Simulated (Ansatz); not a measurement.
Geometry optimisation, Ansatz 0.2.0, RKS PBE0/6-31G*.

The input (input.yaml):

```yaml
crystal:
  periodic: [false, false, false]
  atoms:
    - { symbol: "N", position_ang: [-1.8639, 1.4917, -0.3777] }
    - { symbol: C, position_ang: [-1.1645, 0.4051, -0.4253] }
    - { symbol: "N", position_ang: [-0.0681, 0.34, 0.1741] }
    - { symbol: Si, position_ang: [0.8664, -1.1631, 0.0594] }
    - { symbol: "N", position_ang: [2.1708, -0.7886, 0.944] }
    - { symbol: H, position_ang: [-2.4612, 1.767, -1.2143] }
    - { symbol: H, position_ang: [-1.3755, 2.3342, -0.0146] }
    - { symbol: H, position_ang: [-1.5925, -0.3824, -1.0261] }
    - { symbol: H, position_ang: [1.1681, -1.4203, -1.2972] }
    - { symbol: H, position_ang: [0.0361, -2.2397, 0.7635] }
    - { symbol: H, position_ang: [1.8114, -0.4781, 1.8891] }
    - { symbol: H, position_ang: [2.5499, 0.079, 0.559] }
basis:
  gaussian: { orbitals: "6-31G*" }
hamiltonian:
  xc: pbe0
relax:
  f_tol: 0.015
  max_steps: 40
```

Launched with:

```bash
$ ansatz run input.yaml --threads 1 --pin off --max-ram 2048MiB --backend cpu --events-out ev --progress --plain --runs-dir out
```

Q: Where does it end, and by what steps?

A: It converged. After 16 steps the energy has fallen by 1.115 eV; H8 moved furthest, 1.04 Å.

| step | energy less start (eV) | largest force component (eV/Å) | accepted |
| --- | --- | --- | --- |
| 0 | 0.0000 | 5.391 | yes |
| 1 | -0.7796 | 2.126 | yes |
| 2 | -0.9262 | 1.002 | yes |
| 3 | -0.9372 | 0.873 | yes |
| 4 | -0.9306 | 2.247 | no |
| 5 | -1.0250 | 0.318 | yes |
| 6 | -1.0346 | 0.129 | yes |
| 7 | -1.0474 | 0.089 | yes |
| 8 | -1.0525 | 0.577 | yes |
| 9 | -1.0719 | 0.451 | yes |
| 10 | -1.0942 | 0.173 | yes |
| 11 | -1.1048 | 0.484 | yes |
| 12 | -1.1131 | 0.107 | yes |
| 13 | -1.1146 | 0.049 | yes |
| 14 | -1.1150 | 0.050 | yes |
| 15 | -1.1150 | 0.047 | yes |
| 16 | -1.1152 | 0.009 | yes |

```xyz
12
Properties=species:S:1:pos:R:3
N -2.023 1.558 -0.570
C -1.094 0.571 -0.605
N -0.483 0.146 0.431
Si 0.665 -1.150 0.350
N 2.278 -0.775 0.853
H -2.375 1.971 -1.418
H -2.166 2.048 0.300
H -0.952 0.172 -1.625
H 0.766 -1.639 -1.065
H 0.205 -2.236 1.256
H 2.434 -0.589 1.835
H 2.822 -0.132 0.291
```

Run time: 4.6 min on 1 thread of Intel(R) Xeon(R) Processor @ 2.50GHz (Skylake/Cascade Lake), on a shared host, peak memory 0.2 GiB.
